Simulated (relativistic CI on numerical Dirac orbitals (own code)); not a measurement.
# Energy levels of Sb50+

Method of calculation: Dirac equation for one electron, model QED (radiative potential, 1s self-energy scaled to tabulated hydrogen-like ionisation energies) (own radial code, finite nucleus).

Configuration list: 1s, 2s, 2p, 3s, 3p, 3d, 4s, 4p, 4d, 4f, 5s, 5p, 5d, 5f, 5g, 6s, 6p, 6d. Levels of other configurations are missing.

The lowest level is 1s 2S_1/2, with 100 % of that term; Hund's rules for 1s give 2S with J = 1/2, in agreement.

| No. | Configuration | Term | J | E (eV) | % | Landé g |
| --- | --- | --- | --- | --- | --- | --- |
| 1 | 1s | 2S | 1/2 | 0.0 | 100 | 1.907 |
| 2 | 2p | 2P° | 1/2 | 27407.8 | 100 | 0.642 |
| 3 | 2s | 2S | 1/2 | 27413.7 | 100 | 1.978 |
| 4 | 2p | 2P° | 3/2 | 27743.9 | 100 | 1.315 |
| 5 | 3p | 2P° | 1/2 | 32590.2 | 100 | 0.655 |
| 6 | 3s | 2S | 1/2 | 32592.0 | 100 | 1.992 |
| 7 | 3d | 2D | 3/2 | 32689.9 | 100 | 0.791 |
| 8 | 3p | 2P° | 3/2 | 32690.1 | 100 | 1.326 |
| 9 | 3d | 2D | 5/2 | 32720.9 | 100 | 1.193 |
| 10 | 4p | 2P° | 1/2 | 34390.1 | 100 | 0.660 |
| 11 | 4s | 2S | 1/2 | 34390.8 | 100 | 1.996 |
| 12 | 4d | 2D | 3/2 | 34432.0 | 100 | 0.795 |
| 13 | 4p | 2P° | 3/2 | 34432.1 | 100 | 1.329 |
| 14 | 4f | 2F° | 5/2 | 34445.1 | 100 | 0.852 |
| 15 | 4d | 2D | 5/2 | 34445.2 | 100 | 1.196 |
| 16 | 4f | 2F° | 7/2 | 34451.6 | 100 | 1.139 |
| 17 | 5p | 2P° | 1/2 | 35217.3 | 100 | 0.662 |
| 18 | 5s | 2S | 1/2 | 35217.6 | 100 | 1.999 |
| 19 | 5d | 2D | 3/2 | 35238.7 | 100 | 0.797 |
| 20 | 5p | 2P° | 3/2 | 35238.7 | 100 | 1.331 |
| 21 | 5f | 2F° | 5/2 | 35245.4 | 100 | 0.854 |
| 22 | 5d | 2D | 5/2 | 35245.4 | 100 | 1.198 |
| 23 | 5g | 2G | 7/2 | 35248.7 | 100 | 0.886 |
| 24 | 5f | 2F° | 7/2 | 35248.7 | 100 | 1.140 |
| 25 | 5g | 2G | 9/2 | 35250.7 | 100 | 1.109 |
| 26 | 6p | 2P° | 1/2 | 35664.2 | 100 | 0.663 |
| 27 | 6s | 2S | 1/2 | 35664.4 | 100 | 2.000 |
| 28 | 6d | 2D | 3/2 | 35676.5 | 100 | 0.797 |
| 29 | 6p | 2P° | 3/2 | 35676.5 | 100 | 1.332 |
| 30 | 6d | 2D | 5/2 | 35680.4 | 100 | 1.198 |

Energies count from the lowest computed level; ° marks odd parity.
